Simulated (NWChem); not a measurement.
AlH2F; SMILES [F][AlH2]

Results from NWChem. All runs use the structure optimised with B3LYP/6-31G* (spherical d). Ions are spin-unrestricted doublets at the neutral geometry; other ion states weren't tried.

### Question
Estimate the computed values for PBE/def2-SVP. Quantities: vertical ionisation energy, ΔSCF (eV); −ε(HOMO) (eV).

### Answer
```
Item                                   Result
-------------------------------------  ------
vertical ionisation energy, ΔSCF (eV)   11.04
−ε(HOMO) (eV)                            7.34
```
